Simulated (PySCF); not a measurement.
C₂H₇NSi₂.

```xyz
12

N      2.2240    -0.6808     0.1354
Si     0.8188     0.1265    -0.4516
C     -0.1264     1.3950     0.5936
C     -1.3938     0.9141     0.6525
Si    -1.3329    -0.7747    -0.1975
H      2.2295    -1.1837     1.0139
H      3.1542    -0.4050    -0.1536
H      1.2159     0.6801    -1.7837
H      0.1692     2.3518     1.0477
H     -2.2225     1.4569     1.1274
H     -2.2826    -0.9893    -1.3372
H     -1.5135    -1.9241     0.7487
```

Coordinates come from a PBE0-D3(BJ)/def2-SVP optimisation. The structure was generated by enumeration; whether it is a known compound was not checked. One conformer was computed; it need not be the lowest.

Level of theory: PySCF with B3LYP/pcSseg-1. Non-relativistic, no solvent.

Give the absolute GIAO shielding of each atom: isotropic value and principal components (ppm). (The exact figures need the calculation; the answer reports its results.)


```json
[
 {"atom": "N1", "σ(iso)": "238.9", "σ11": "213.5", "σ22": "246.8", "σ33": "256.5", "span": "43.0"},
 {"atom": "Si2", "σ(iso)": "358.4", "σ11": "303.6", "σ22": "375.5", "σ33": "396.3", "span": "92.7"},
 {"atom": "C3", "σ(iso)": "-2.8", "σ11": "-108.6", "σ22": "-29.8", "σ33": "129.9", "span": "238.4"},
 {"atom": "C4", "σ(iso)": "11.7", "σ11": "-106.6", "σ22": "-19.0", "σ33": "160.6", "span": "267.2"},
 {"atom": "Si5", "σ(iso)": "376.4", "σ11": "305.2", "σ22": "368.6", "σ33": "455.3", "span": "150.1"},
 {"atom": "H6", "σ(iso)": "30.9", "σ11": "23.9", "σ22": "28.1", "σ33": "40.8", "span": "16.9"},
 {"atom": "H7", "σ(iso)": "30.4", "σ11": "23.5", "σ22": "26.1", "σ33": "41.6", "span": "18.2"},
 {"atom": "H8", "σ(iso)": "26.3", "σ11": "23.3", "σ22": "25.2", "σ33": "30.3", "span": "7.0"},
 {"atom": "H9", "σ(iso)": "23.9", "σ11": "21.8", "σ22": "24.5", "σ33": "25.3", "span": "3.4"},
 {"atom": "H10", "σ(iso)": "23.9", "σ11": "21.7", "σ22": "24.8", "σ33": "25.3", "span": "3.6"},
 {"atom": "H11", "σ(iso)": "26.6", "σ11": "23.7", "σ22": "24.9", "σ33": "31.3", "span": "7.6"},
 {"atom": "H12", "σ(iso)": "26.8", "σ11": "24.7", "σ22": "25.0", "σ33": "30.7", "span": "6.0"}
]
```
